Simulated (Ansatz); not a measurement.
Molecule: GeI, net charge 0, doublet state. 
Structure (B3LYP-D3(BJ)/def2-TZVP (Ansatz, a first-principles code) minimum search):
```
Ge
I 1 2.5553
```
Charge 0, spin multiplicity 2.

Wanted: atomisation energy (electronic, to ground-state atoms), in kcal/mol. Correlated levels leave the core frozen unless marked. Open shells are spin-unrestricted. No spin-orbit coupling. Frozen are the shells of the preceding noble gas and the d and f shells that filled before the atom's block. Past Kr the def2 sets carry scalar-relativistic core potentials. STO-3G rows are all-electron and non-relativistic. The coupled-cluster limit lacks core correlation, which all-electron functionals hold. Basis-set limits of correlation are two-point, X^-3; Hartree-Fock from the larger set.

```json
[
 {"level": "PBE0/def2-SVP", "program": "Ansatz", "atomisation energy (kcal/mol)": "72.6"},
 {"level": "PBE0-D3(BJ)/def2-TZVP", "program": "Ansatz + dftd3", "atomisation energy (kcal/mol)": "74.5"},
 {"level": "BHLYP-D4/def2-TZVPD", "program": "Ansatz + dftd4", "atomisation energy (kcal/mol)": "69.6"},
 {"level": "LC-wPBE-D3(BJ)/def2-TZVPD", "program": "Ansatz + dftd3", "atomisation energy (kcal/mol)": "67.8"},
 {"level": "B2GP-PLYP-D3(BJ)/def2-TZVPD", "program": "Ansatz + dftd3", "atomisation energy (kcal/mol)": "73.2"}
]
```

Predict the CCSD(T)/CBS(def2-TZVPPD,def2-QZVPPD) result (Ansatz).

71.5 kcal/mol, so B2GP-PLYP-D3(BJ)/def2-TZVPD differs from it by 1.7 kcal/mol.
